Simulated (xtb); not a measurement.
C₂H₁₀OSi₃, SMILES O[C@H]1[SiH2][Si@H](C1)[SiH3]. All values are semi-empirical tight-binding results from xtb (GFN2-xTB unless named), good for trends rather than for accurate numbers. Geometry optimised at GFN2-xTB. The structure was generated by enumeration; whether it is a known compound was not checked. Other conformers were not sampled.

Optimised geometry:

Bond lengths (Å): O1–C2 1.426, O1–H7 0.965, C2–C3 1.536, C2–Si6 1.930, C2–H8 1.098, C3–Si4 1.936, C3–H9 1.090, C3–H10 1.093, Si4–Si5 2.316, Si4–Si6 2.351, Si4–H11 1.482, Si5–H12 1.466, Si5–H13 1.469, Si5–H14 1.463, Si6–H15 1.471, Si6–H16 1.461. Bond angles (°): C2–O1–H7 109.2, O1–C2–C3 110.2, O1–C2–Si6 101.6, O1–C2–H8 109.5, C3–C2–Si6 100.8, C3–C2–H8 112.9, Si6–C2–H8 120.9, C2–C3–Si4 98.6, C2–C3–H9 109.8, C2–C3–H10 111.7, Si4–C3–H9 112.0, Si4–C3–H10 117.5, H9–C3–H10 107.0, C3–Si4–Si5 113.0, C3–Si4–Si6 76.8, C3–Si4–H11 108.6, Si5–Si4–Si6 122.8, Si5–Si4–H11 112.1, Si6–Si4–H11 117.1, Si4–Si5–H12 110.3, Si4–Si5–H13 113.6, Si4–Si5–H14 112.7, H12–Si5–H13 106.2, H12–Si5–H14 107.3, H13–Si5–H14 106.2, C2–Si6–Si4 75.6, C2–Si6–H15 111.6, C2–Si6–H16 111.1, Si4–Si6–H15 119.9, Si4–Si6–H16 125.3, H15–Si6–H16 107.8.

Task: Estimate the properties. (An estimate is asked for; the answer gives what the named calculation found.)

Result: 
```json
{
  "orbital_gap": "3.32 eV",
  "dipole_moment": "0.99 D",
  "zero_point_energy": "66.2 kcal/mol",
  "G − E(el) at 298.15 K (modified RRHO)": "43.9 kcal/mol",
  "static polarisability (D4 model)": "110.1 bohr³",
  "solvation energy, GFN2-xTB/ALPB(water)": "-3.1 kcal/mol",
  "solvation energy, GFN2-xTB/ALPB(octanol)": "-6.4 kcal/mol"
}
```

Computed atomic charges and the Wiberg bond orders between heavy atoms:
charges (e) O1 -0.47, C2 0.00, C3 -0.18, Si4 0.32, Si5 0.37, Si6 0.38, H7 0.27, H8 -0.03, H9 0.00, H10 -0.01, H11 -0.11, H12 -0.13, H13 -0.11, H14 -0.11, H15 -0.09, H16 -0.08. Bond orders O1–C2 0.99, C2–C3 1.03, C3–Si4 0.88, Si4–Si5 0.84, C2–Si6 0.84, Si4–Si6 0.84.
